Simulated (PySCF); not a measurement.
Gas-phase reaction: 2 InBr + 2 HF ⇌ 2 InH + F2 + Br2

Method: PySCF energies plus ideal-gas RRHO corrections (1 bar). † marks an energy on the PBE0/def2-TZVP geometry and frequencies; other levels use their own. MP2 freezes the core. All species are closed-shell singlets. In: scalar-relativistic def2 core potential, no spin-orbit coupling. Br: all electrons, no relativistic terms. InH: computed as isolated molecules; such fragments, hydroxides, amides, oligomers or adducts are transient or little studied in the gas. MP2 isn't extrapolated to the basis-set limit; its ΔH°(298 K) is 1077.4 kJ in def2-SVP and 1118.4 kJ in def2-TZVPP. The harmonic model lacks anharmonicity and excited electronic states, which grow with temperature; levels with a mode under 35 cm⁻¹ are left out.

| level | ΔE electronic, kJ | ΔH°(298 K), kJ | ΔS°(298 K), J/K | ΔG°(1000 K), kJ |
|---|---|---|---|---|
| BLYP/def2-TZVP† | 1010 | 982 | -5 | 987 |
| HF/def2-TZVP† | 1120 | 1092 | -5 | 1098 |
| MP2/def2-TZVPP† | 1146 | 1118 | -5 | 1124 |
| PBE0/def2-TZVP | 1064 | 1036 | -5 | 1041 |
| r2SCAN/def2-TZVP† | 1065 | 1037 | -5 | 1042 |
| LDA/def2-TZVP† | 1050 | 1022 | -5 | 1027 |
ΔH° is lowest at BLYP/def2-TZVP† and highest at MP2/def2-TZVPP†. No reference value is set beside these.
